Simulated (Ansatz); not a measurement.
`[OH][GeH]([OH])[Cl]` + `O[SiH3]` → `[OH][GeH]([OH])[O][SiH3]` + HCl  (ligand exchange at a Ge–Cl bond)

Isolated molecules relaxed with PBE0-D4/def2-TZVP in Ansatz; ΔE leaves out vibrations. CBS: MP2 limit from def2 TZ/QZ plus the TZ coupled-cluster correction, frozen cores. This one scheme is used for every species. DFT in def2-TZVPP. B3LYP here is the variant with VWN-RPA as its local correlation; programs differ in this. For Ge outer-core shells are correlated without core-valence functions, which leaves a few kJ/mol of doubt a bond. Scalar relativity is left out up to krypton. One conformer a species, not always the lowest.

**Question.** Is it downhill or uphill in electronic energy at CCSD(T)/CBS, and by how much? (An estimate is asked.)

**Answer.** The calculation gave: Uphill: ΔE = +18.0 kJ/mol.

**Question.** What do these levels give: PBE-D4, ωB97X-V, ωB97M-V, B2PLYP, r2SCAN, PBE0, B3LYP, MP2/def2-TZVPP, CCSD(T)/def2-TZVPP, HF/CBS(def2), MP2/CBS(def2), CCSD/CBS(def2)? (Estimate.)

**Answer.** Ansatz gave: PBE-D4 30.0, ωB97X-V 21.2, ωB97M-V 23.1, B2PLYP 22.1, r2SCAN 26.6, PBE0 30.9, B3LYP 26.9, MP2/def2-TZVPP 17.8, CCSD(T)/def2-TZVPP 14.5, HF/CBS(def2) 17.6, MP2/CBS(def2) 21.3, CCSD/CBS(def2) 17.8 kJ/mol.

Largest T1 diagnostic among the species: 0.012.

The D4 term adds −4.9 kJ/mol with B3LYP and −3.0 kJ/mol with PBE0; it sums over pairs of atoms, weighted by their polarisabilities, and B3LYP, whose exchange is more repulsive, gets the larger term.
